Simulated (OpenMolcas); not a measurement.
## Pb2+: effect of the active space

* Program: OpenMolcas
* Method: MS-CASPT2 or its RAS form, IPEA 0.25 Eh, imaginary shift 0.1 Eh
* Basis: ANO-RCC-VTZP
* Scalar Hamiltonian: DKH2, point nucleus
* Spin-orbit coupling: state interaction with AMFI integrals over the reference wave functions, term energies averaged over their components

A. 2 electrons in 4 orbitals (6s 6p); 2S+1 = 3 even, 3 roots; 2S+1 = 1 even, 7 roots; 2S+1 = 3 odd, 3 roots; 2S+1 = 1 odd, 3 roots; closed shells correlated: 5d; CASPT2 step roughly 5 core-seconds
B. 2 electrons in 8 orbitals (6s 6p 7s 7p); 2S+1 = 3 even, 3 roots; 2S+1 = 1 even, 7 roots; 2S+1 = 3 odd, 3 roots; 2S+1 = 1 odd, 3 roots; closed shells correlated: 5d; CASPT2 step roughly 8 core-seconds
C. 2 electrons in 9 orbitals (RAS2 6s 6p; RAS3 6d, at most 2 electrons); 2S+1 = 3 even, 3 roots; 2S+1 = 1 even, 7 roots; 2S+1 = 3 odd, 3 roots; 2S+1 = 1 odd, 3 roots; closed shells correlated: 5d; CASPT2 step roughly 7 core-seconds

Energies in cm⁻¹ above 6s² ¹S₀, the measured ground level; measured values from Moore, Atomic Energy Levels, vol. III, NSRDS-NBS 35 (1971 reprint of NBS Circular 467, 1958).

| Level | A | B | C | Measured |
| --- | --- | --- | --- | --- |
| 6s² ¹S₀ | 0.0 | 0.0 | 0.0 | 0.0 |
| 6s 6p ³P°₀ | 62610 | 62080 | 63050 | 60397 |
| 6s 6p ³P°₁ | 66260 | 65700 | 66620 | 64391 |
| 6s 6p ³P°₂ | 77870 | 77340 | 78300 |  |
| 6s 6p ¹P°₁ | 93410 | 92610 | 93740 | 95340 |

Deviations, from unrounded energies. A percentage is the sum of absolute deviations over the sum of measured energies, with the sign that they share, or ± where signs differ.

```
           Against measurement  Levels     A     B     C
mean absolute deviation (cm-1)       3  2000  1900  2200
      other configurations (%)       3  ±2.7  ±2.6  ±2.9
```

A, B lie about equally close to measurement and C furthest from it. The largest miss of B in the table is 6s 6p ¹P°₁, by -2700 cm-1. The ranking rests on the paired levels alone, and a cruder setting can come out closer through cancelling errors.

Among A to C the level of the table that moves most is 6s 6p ¹P°₁, by 1100 cm-1 (lowest in B, highest in C). Moves below CASPT2's spread within the term are not significant.

Over all roots computed the reference weight is 0.87 to 0.93 in A, 0.85 to 0.93 in B; the roots of lowest weight are the least certain, and an intruder state may touch them. Spin-orbit splittings of 6p shells tend to come out small when the coupling is added on scalar orbitals. The run also gave levels led by 6s 7s, which use shells meant for correlation; these and all levels above them are left out (holds for B). Active for correlation alone: 6d; no level in the range computed is led by a configuration that fills it, so any true level of that kind is missing (holds for C). Computed and measured levels are paired by configuration, term and J; levels that our copy of the source lacks, or whose pairing is in doubt (as where it misses far off the trend of its configuration), stay unpaired and out of the deviations. Levels of configurations outside the active space are missing. The table leaves out levels that lie high or whose names do not pair safely across all columns.

° marks odd parity.
